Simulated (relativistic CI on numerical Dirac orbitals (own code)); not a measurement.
**Hyperfine structure of Dy⁴⁴⁺, mass number 163**

Computed by Dirac-Coulomb-Breit CI, orbitals from a KLI potential per configuration, model QED (radiative potential, 1s self-energy scaled to tabulated hydrogen-like ionisation energies), unscaled Slater integrals (own radial code, finite nucleus).

CI space (outside the closed core [Ne]): 3s2 3p6 3d4, 3s2 3p5 3d5, 3s 3p6 3d5, 3s2 3p6 3d3 4s, 3s2 3p6 3d3 4p, 3s2 3p6 3d3 4d, 3s2 3p5 3d4 4s, 3s2 3p6 3d3 4f, 3s 3p6 3d4 4s, 3p6 3d5 4p, 3p6 3d6, 3p5 3d7, 3p5 3d6 4s, 3p6 3d5 4s, 3p5 3d5 4s2, 3s2 3p6 3d2 4s2, 3s2 3p6 3d 4s2 4p, 3s2 3p6 3d 4s2 4d. Double excitations out of closed p, d and f shells are left out; levels of such configurations are missing from the list, as are those of other unlisted configurations, and high levels can miss mixing partners.

Nuclear spin I = 5/2, μ = 0.671 μN, Q = 2.65 b (tables of Stone and Pyykkö). The electronic factors are computed for point nuclear moments, without core polarisation or the Bohr-Weisskopf and QED corrections.

| Level | E (cm⁻¹) | A (MHz) | B (MHz) |
| --- | --- | --- | --- |
| 3s2 3p6 3d4 5D_1 | 273623 | -193 | 36100 |
| 3s2 3p6 3d4 3H_5 | 675796 | 10320 | 91900 |
| 3s2 3p6 3d4 3H_6 | 696308 | 10910 | 112000 |
| 3s2 3p6 3d4 3G_4 | 735777 | 11690 | -34900 |

Levels with J = 0, under 50 % of one LS term, or S terms without an open s electron are left out. Small factors come from cancelling terms and can be off by tens of per cent or more.

At this charge energies of transitions that change n are usually good to better than 1 %, and those within a shell (Δn = 0) to a few per cent.

**Question.** Give the hyperfine levels of 3s2 3p6 3d4 3H_5 relative to its centre of gravity.

**Answer.** With K = F(F + 1) − I(I + 1) − J(J + 1), E = AK/2 + B[¾K(K + 1) − I(I + 1)J(J + 1)]/[2I(2I − 1)J(2J − 1)]: F = 5/2: -115000, F = 7/2: -106800, F = 9/2: -85120, F = 11/2: -41830, F = 13/2: 33230, F = 15/2: 152000 MHz.

LS names give the leading component of a level, which can be under half, so a name can repeat, a term be missing and a line seem to break the LS rules.
